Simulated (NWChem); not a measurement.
**Ionisation of CCl₃**

```xyz
4

Cl     0.8431    -0.0327     1.4604
C      0.0004     0.2649     0.0000
Cl     0.8431    -0.0327    -1.4604
Cl    -1.6864    -0.0280     0.0000
```
Charge 0, spin multiplicity 2.

The numbers come from NWChem runs, not from measurements. Structure: optimised with UPBE0/def2-SVP, a minimum by its harmonic frequencies.

Basis set: def2-TZVP. The species with one electron less has spin multiplicity 1 and keeps the geometry of the parent. Δ marks differences of total energies (open shells unrestricted; coupled cluster on restricted open-shell references). −ε marks an orbital energy of the parent. That orbital need not have the symmetry of the hole or added electron in the Δ rows. That singlet is a closed-shell solution.

The correlated methods keep 16 core orbitals frozen. B3LYP has NWChem's definition, with VWN1-RPA local correlation. The structure started from a generated list of species. The unpaired electrons of the parent sit in orbitals of symmetry a' (Cs labels of the run); other states weren't searched. No SCF solution was tested for a lower state. Open-shell Hartree-Fock references start from PBE0 orbitals.

Problem. One of these methods gave a first vertical ionisation energy of 8.50 eV. Which?
A) −ε(alpha HOMO) of TPSS
B) −ε(alpha HOMO) of B3LYP
C) −ε(alpha HOMO) of HF
D) ΔB2PLYP

Solution. D, ΔB2PLYP. The others give 5.29 (−ε(alpha HOMO) of TPSS), 6.24 (−ε(alpha HOMO) of B3LYP), 10.18 (−ε(alpha HOMO) of HF).
